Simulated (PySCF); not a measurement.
WO2FCl, SMILES [O]=[W](=[O])([F])[Cl], multiplicity 1.

Geometry optimised at B3LYP-D3(BJ)/def2-SVP. The multiplicity is an assumed one; no other spin state was optimised. The structure was generated by enumeration; whether it is a known compound was not checked. The def2 effective core potentials stand for the cores of W; spin–orbit coupling is left out.

All values below come from PBE/def2-TZVP (PySCF).

Symmetry labels are those of the subgroup Cs that the program uses (full group Cs).

Task: List the valence orbital energies around the gap with their symmetry. (The exact figures need the calculation; the answer reports its results.)

Result: 
```json
[
 {"orbital": "HOMO−7", "symmetry": "A\"", "energy (eV)": "-10.90"},
 {"orbital": "HOMO−6", "symmetry": "A'", "energy (eV)": "-10.67"},
 {"orbital": "HOMO−5", "symmetry": "A\"", "energy (eV)": "-9.86"},
 {"orbital": "HOMO−4", "symmetry": "A'", "energy (eV)": "-9.83"},
 {"orbital": "HOMO−3", "symmetry": "A'", "energy (eV)": "-9.32"},
 {"orbital": "HOMO−2", "symmetry": "A'", "energy (eV)": "-8.89"},
 {"orbital": "HOMO−1", "symmetry": "A\"", "energy (eV)": "-8.83"},
 {"orbital": "HOMO", "symmetry": "A\"", "energy (eV)": "-8.15"},
 {"orbital": "LUMO", "symmetry": "A'", "energy (eV)": "-3.81"},
 {"orbital": "LUMO+1", "symmetry": "A\"", "energy (eV)": "-3.27"},
 {"orbital": "LUMO+2", "symmetry": "A'", "energy (eV)": "-2.67"},
 {"orbital": "LUMO+3", "symmetry": "A'", "energy (eV)": "-1.66"}
]
```
